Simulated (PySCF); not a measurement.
# What a mistake does to a calculation on B2GeH7Si cation

All numbers below are calculated, not measured. The program is PySCF 2.14.0, an open-source quantum chemistry code, run on an isolated molecule that a program drew, which may never have been made. The molecule is B2GeH7Si cation (charge +1, singlet), drawn as the SMILES string `B[SiH+][GeH2][BH2]`.

Each row is a Hartree-Fock (HF) and frozen-core CCSD(T) single point in the cc-pV(D+d)Z basis, meant for a local HF minimum. Run 1 is clean. Each other run has one planted mistake out of seven kinds, and not every kind appears here: one electron removed, one electron added, multiplicity raised by two, geometry at a saddle point, minimal basis STO-3G, one bond length entered in bohr, all coordinates scaled. The reference is restricted for singlets and unrestricted otherwise, and also for a bond in bohr. Adding or removing an electron swaps singlet and doublet. Electrons count all cores. HOMO and LUMO are orbital energies over both spins, the gradient is its largest component, and the lowest frequency (negative if imaginary) is given only where the gradient is small. Bond lengths are over the 10 bonds as drawn. T1 is the CCSD diagnostic: over 0.02 (restricted) or 0.045 (unrestricted) a single reference is doubtful. Germanium has the cc-pVDZ-PP basis, with a core potential (ECP10MDF) in place of its 10 inner electrons, and its 3s, 3p and 3d shells are frozen in CCSD(T).

Geometry of the clean run:
```xyz
11
B2GeH7Si cation, angstrom
B    -1.4277   -0.4043    1.6632
Si   -0.8923   -0.7795   -0.2529
Ge   -1.6874    0.2635   -2.3337
B    -0.1110    1.2731   -3.2849
H    -2.3311   -1.0194    2.1389
H    -0.8371    0.4321    2.2738
H     0.1325   -1.8380   -0.3679
H    -2.8522    1.1296   -1.8706
H    -2.1857   -0.9728   -3.0798
H    -0.3833    1.8367   -4.2977
H     0.9928    1.2767   -2.8371
```

| run | electrons | basis functions | <S^2> | HOMO (eV) | LUMO (eV) | gradient (hartree/bohr) | lowest frequency (cm^-1) | mean bond (Å) | longest bond (Å) | T1 | HF (hartree) | CCSD(T) (hartree) | mistake |
|---|---|---|---|---|---|---|---|---|---|---|---|---|---|
| 1 | 62 | 109 | 0.000 | -15.29 | -5.07 | 2.5e-05 | 27 | 1.5879 | 2.460 | 0.0149 | -635.42184 | -635.83155 | no fault |
| 2 | 62 | 109 | 2.031 | -12.87 | -7.44 | 3.7e-02 | - | 1.5879 | 2.460 | 0.0230 | -635.32854 | -635.73265 | multiplicity raised by two |
| 3 | 63 | 109 | 0.773 | -7.01 | 1.12 | 2.4e-02 | - | 1.5879 | 2.460 | 0.0142 | -635.64317 | -636.06925 | ? |
| 4 | 62 | 109 | 0.946 | -12.82 | -5.40 | 1.2e-02 | - | 1.7747 | 3.968 | 0.0337 | -635.32839 | -635.71770 | ? |

**Which mistake was planted in run 3, and what did it cost?**

It counts 63 electrons, one more than the clean run, at the same geometry and basis. So the mistake is: one electron added. Subtracting run 1 and multiplying by 627.51 kcal/mol a hartree, the energy moved by -138.9 kcal/mol in HF and -149.2 kcal/mol in CCSD(T).

**Which mistake was planted in run 4, and what did it cost?**

The mean bond changes by a factor of 1.118 and the longest by 1.613, so the molecule wasn't scaled as a whole. A length L in bohr read as angstrom grows by (1/0.5292 - 1) L = 0.890 L. The 10 bonds together grew by 10 x 0.1868 = 1.868 Å, which gives L = 2.100 Å. That is bond Ge3-B4, 2.100 Å in the clean geometry. So the mistake is: one bond length entered in bohr. Subtracting run 1 and multiplying by 627.51 kcal/mol a hartree, the energy moved by 58.6 kcal/mol in HF and 71.4 kcal/mol in CCSD(T).

